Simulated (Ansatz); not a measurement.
Input file for `F[SiH2]N[SiH2][SiH3]`:

```yaml
crystal:
  periodic: [false, false, false]
  atoms:
    - {symbol: F, position_ang: [-2.466806, 1.527624, 0.372801]}
    - {symbol: Si, position_ang: [-1.042157, 1.829695, 1.039972]}
    - {symbol: N, position_ang: [-0.004344, 0.475941, 1.002404]}
    - {symbol: Si, position_ang: [1.036279, -0.032181, -0.295754]}
    - {symbol: Si, position_ang: [0.345791, -2.074935, -1.213760]}
    - {symbol: H, position_ang: [-1.317306, 2.194422, 2.448164]}
    - {symbol: H, position_ang: [-0.434919, 2.921182, 0.249495]}
    - {symbol: H, position_ang: [-0.100613, -0.172221, 1.772333]}
    - {symbol: H, position_ang: [0.976662, 1.045077, -1.318951]}
    - {symbol: H, position_ang: [2.444690, -0.160056, 0.176001]}
    - {symbol: H, position_ang: [-0.999768, -1.941824, -1.833187]}
    - {symbol: H, position_ang: [0.270217, -3.105193, -0.139875]}
    - {symbol: H, position_ang: [1.312574, -2.542430, -2.244743]}
basis:
  gaussian: {orbitals: def2-TZVPP}
correlation: {method: ccsd_t}
```

```sh
$ ansatz run in.yaml --threads 4 --pin off --events-out ev --progress --plain --max-ram 10444MiB
```

Log, shortened:

```
Functional definition: HF
1731 factors; integrals over basis functions are off by at most 1.2e-3 eV
mean field evaluation 1: about -27902.5690 eV, gradient 4.3e1 eV
mean field evaluation 2: about -27902.8472 eV, gradient 4.3e1 eV
mean field evaluation 4: about -27907.1277 eV, gradient 4.0e0 eV
mean field evaluation 8: about -27907.2081 eV, gradient 1.7e-1 eV
mean field -27907.20825575 eV, -1025.5709872135 hartree, gradient 6.6e-6 eV, S^2 0.000000; 0 other end points of the search recorded, 0 dependent functions left out
17 core orbitals not correlated: weight in the atoms' cores, before any rotation towards them, 1.000 or more for the frozen orbitals, at most 0.000 for the correlated occupied ones
reference -27907.20825575 eV, -1025.5709872135 hartree; 16, 16 occupied and 267, 267 virtual orbitals, 1731 factors
second order -22.71421763 eV of doubles, -0.00000000 eV of singles
cycle   1  -23.63711229 eV  change   -9.2e-1 eV  update   1.1e-1
cycle   2  -24.28295054 eV  change   -6.5e-1 eV  update   3.3e-2
cycle   3  -24.40794884 eV  change   -1.2e-1 eV  update   1.6e-2
cycle   4  -24.39429821 eV  change    1.4e-2 eV  update   3.9e-3
cycle   5  -24.39266050 eV  change    1.6e-3 eV  update   1.6e-3
cycle   6  -24.39302123 eV  change   -3.6e-4 eV  update   4.6e-4
cycle   7  -24.39271501 eV  change    3.1e-4 eV  update   1.5e-4
cycle   8  -24.39267413 eV  change    4.1e-5 eV  update   4.8e-5
cycle   9  -24.39270239 eV  change   -2.8e-5 eV  update   1.9e-5
perturbative correction -0.81274213 eV, -0.0298677224 hartree
Total energy: -27932.41370027 eV, -1026.4972702148 hartree
```

Run time 4.4 min (4 threads of an Arm Neoverse V2 on a shared host); peak host memory 9.2 GiB.

Correlation energy per correlated electron: -0.788 eV. T1 diagnostic: 0.0122.
